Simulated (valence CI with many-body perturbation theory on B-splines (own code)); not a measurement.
# Forbidden lines of I³⁰⁺

Calculated by relativistic CI+MBPT: five valence electrons over a frozen Dirac-Fock core [Ar], radial functions for each j: 7 s, 7 p, 8 d, 6 f, 4 g, 1 h, with the one-electron correlation potential Σ1, the two-electron term Σ2, the three-electron term Σ3, Breit, model QED; selected CI, second order for the rest (own B-spline code, finite nucleus).

No measured spectrum was set against this ion. As an estimate, large intervals hold to a few tenths of a per cent, small ones and those within an open d or f shell to about a per cent. Only levels of the ground parity were solved; by the run's estimate the other parity begins above the list, which can be wrong where configurations are misplaced.

Lines 1 to 50 of 120 in falling wavelength, among levels below 632360 cm⁻¹, chosen from the decays that carry over 1 % of a level's rate. Wavelengths and rates use the calculated energies. Electric multipoles are in the length gauge, E1 and E2 with the static RPA response of the core. Weak lines are less certain than strong ones. Lines between different terms over intervals too small for the method are left out, as are lines whose strength nearly cancels. Branching is blank where the lifetime is uncertain.

Levels are named by their leading jj configuration (3d3/2^4 stands for four electrons in 3d with j = 3/2), which in mixed levels can hold well under half, so a name can repeat and another be missing. Letters in brackets count levels of one name in rising energy.

```csv
λ vac (nm),Upper,Lower,Type,A (s⁻¹),Branch %
1301,(3d3/2^3 3d5/2^2) J=11/2,(3d3/2^3 3d5/2^2) J=7/2 [a],E2,3.78e-08,
652.4,(3d3/2^3 3d5/2^2) J=9/2,(3d3/2^3 3d5/2^2) J=11/2,M1,6.62e+01,21.3
434.6,(3d3/2^3 3d5/2^2) J=9/2,(3d3/2^3 3d5/2^2) J=7/2 [a],M1,2.44e+02,78.6
408.5,(3d3/2^2 3d5/2^3) J=13/2,(3d3/2^2 3d5/2^3) J=11/2,M1,1.12e+02,4.2
328.8,(3d3/2^3 3d5/2^2) J=1/2,(3d3/2^3 3d5/2^2) J=3/2 [a],M1,1.11e+03,99.9
322.9,(3d3/2^3 3d5/2^2) J=3/2 [b],(3d3/2^2 3d5/2^3) J=5/2 [a],M1,1.90e+02,2.3
258.1,(3d3/2^2 3d5/2^3) J=7/2 [b],(3d3/2^2 3d5/2^3) J=5/2 [b],M1,2.91e+02,2.9
248.4,(3d3/2^3 3d5/2^2) J=7/2 [b],(3d3/2^3 3d5/2^2) J=5/2,M1,9.80e+02,18.0
237.7,(3d3/2^3 3d5/2^2) J=7/2 [b],(3d3/2^3 3d5/2^2) J=9/2,M1,8.02e+01,1.5
204.6,(3d3/2^2 3d5/2^3) J=3/2 [a],(3d3/2^2 3d5/2^3) J=5/2 [a],M1,1.56e+03,2.7
201.0,(3d3/2^2 3d5/2^3) J=9/2 [a],(3d3/2^3 3d5/2^2) J=7/2 [b],M1,1.23e+03,9.6
198.0,(3d3/2^2 3d5/2^3) J=9/2 [b],(3d3/2^2 3d5/2^3) J=9/2 [a],M1,8.22e+02,2.0
186.8,(3d3/2^3 3d5/2^2) J=7/2 [a],(3d3/2^4 3d5/2) J=5/2 [b],M1,2.63e+03,37.0
171.9,(3d3/2^3 3d5/2^2) J=3/2 [a],(3d3/2^4 3d5/2) J=5/2 [b],M1,1.43e+03,4.4
159.5,(3d3/2 3d5/2^4) J=7/2 [a],(3d3/2^2 3d5/2^3) J=5/2 [c],M1,1.63e+03,2.8
159.4,(3d3/2^2 3d5/2^3) J=7/2 [b],(3d3/2^2 3d5/2^3) J=9/2 [a],M1,3.21e+02,3.2
153.7,(3d3/2^3 3d5/2^2) J=7/2 [b],(3d3/2^3 3d5/2^2) J=7/2 [a],M1,2.09e+03,38.3
153.2,(3d3/2^2 3d5/2^3) J=9/2 [c],(3d3/2^2 3d5/2^3) J=7/2 [b],M1,1.02e+03,4.6
142.4,(3d3/2^3 3d5/2^2) J=3/2 [b],(3d3/2^3 3d5/2^2) J=1/2,M1,4.61e+02,5.6
139.9,(3d3/2^2 3d5/2^3) J=7/2 [c],(3d3/2^2 3d5/2^3) J=5/2 [b],M1,3.91e+02,1.2
139.9,(3d3/2^2 3d5/2^3) J=7/2 [a],(3d3/2^3 3d5/2^2) J=5/2,M1,2.31e+03,15.5
136.4,(3d3/2^2 3d5/2^3) J=7/2 [a],(3d3/2^3 3d5/2^2) J=9/2,M1,5.48e+03,36.7
135.6,(3d3/2^2 3d5/2^3) J=5/2 [b],(3d3/2^3 3d5/2^2) J=7/2 [b],M1,1.98e+03,5.7
134.5,(3d3/2^2 3d5/2^3) J=5/2 [a],(3d3/2^3 3d5/2^2) J=7/2 [a],M1,4.64e+03,12.8
133.2,(3d3/2^2 3d5/2^3) J=5/2 [c],(3d3/2^3 3d5/2^2) J=3/2 [b],M1,3.72e+03,8.2
130.4,(3d3/2^2 3d5/2^3) J=11/2,(3d3/2^3 3d5/2^2) J=9/2,M1,2.03e+03,14.7
129.0,(3d3/2^2 3d5/2^3) J=9/2 [c],(3d3/2^2 3d5/2^3) J=9/2 [b],M1,6.13e+03,27.7
129.0,(3d3/2^2 3d5/2^3) J=3/2 [b],(3d3/2^2 3d5/2^3) J=3/2 [a],M1,3.35e+03,19.5
128.6,(3d3/2 3d5/2^4) J=7/2 [a],(3d3/2^2 3d5/2^3) J=9/2 [b],M1,3.03e+03,5.2
127.7,(3d3/2^2 3d5/2^3) J=1/2 [a],(3d3/2^3 3d5/2^2) J=1/2,M1,1.19e+04,49.3
127.6,(3d3/2^3 3d5/2^2) J=5/2,(3d3/2^4 3d5/2) J=5/2 [b],M1,1.39e+04,81.2
124.3,(3d3/2^3 3d5/2^2) J=3/2 [b],(3d3/2^3 3d5/2^2) J=5/2,M1,1.61e+03,19.4
123.1,(3d3/2^2 3d5/2^3) J=7/2 [b],(3d3/2^2 3d5/2^3) J=7/2 [a],M1,2.63e+03,25.9
120.9,(3d3/2 3d5/2^4) J=5/2 [a],(3d3/2^2 3d5/2^3) J=3/2 [a],M1,5.50e+03,6.8
118.9,(3d3/2^2 3d5/2^3) J=5/2 [c],(3d3/2^2 3d5/2^3) J=7/2 [a],M1,6.20e+03,13.7
114.7,(3d3/2 3d5/2^4) J=11/2,(3d3/2^2 3d5/2^3) J=9/2 [b],M1,2.78e+03,4.8
114.5,(3d3/2^2 3d5/2^3) J=3/2 [b],(3d3/2^2 3d5/2^3) J=1/2 [a],M1,3.24e+02,1.9
113.4,(3d3/2^2 3d5/2^3) J=3/2 [a],(3d3/2^3 3d5/2^2) J=1/2,M1,1.58e+03,2.7
112.1,(3d3/2^4 3d5/2) J=5/2 [b],(3d3/2^4 3d5/2) J=5/2 [a],M1,1.56e+04,100.0
108.7,(3d3/2^2 3d5/2^3) J=11/2,(3d3/2^3 3d5/2^2) J=11/2,M1,1.18e+04,85.3
104.7,(3d3/2^2 3d5/2^3) J=7/2 [c],(3d3/2^2 3d5/2^3) J=9/2 [a],M1,5.86e+02,1.8
103.8,(3d3/2^2 3d5/2^3) J=7/2 [a],(3d3/2^3 3d5/2^2) J=7/2 [a],M1,4.16e+03,27.9
103.5,(3d3/2^2 3d5/2^3) J=1/2 [b],(3d3/2^2 3d5/2^3) J=3/2 [a],M1,3.35e+03,7.6
101.6,(3d3/2^2 3d5/2^3) J=3/2 [a],(3d3/2^3 3d5/2^2) J=5/2,M1,2.06e+03,3.6
99.75,(3d3/2^2 3d5/2^3) J=9/2 [b],(3d3/2^3 3d5/2^2) J=7/2 [b],M1,2.56e+03,6.2
99.34,(3d3/2^3 3d5/2^2) J=3/2 [b],(3d3/2^3 3d5/2^2) J=3/2 [a],M1,8.07e+02,9.7
95.93,(3d3/2 3d5/2^4) J=7/2 [a],(3d3/2^2 3d5/2^3) J=5/2 [b],M1,8.67e+03,14.9
94.29,(3d3/2^2 3d5/2^3) J=5/2 [c],(3d3/2^2 3d5/2^3) J=5/2 [a],M1,6.94e+03,15.3
93.33,(3d3/2^2 3d5/2^3) J=9/2 [a],(3d3/2^3 3d5/2^2) J=11/2,M1,4.97e+03,38.9
91.95,(3d3/2^2 3d5/2^3) J=1/2 [a],(3d3/2^3 3d5/2^2) J=3/2 [a],M1,1.22e+04,50.7
```
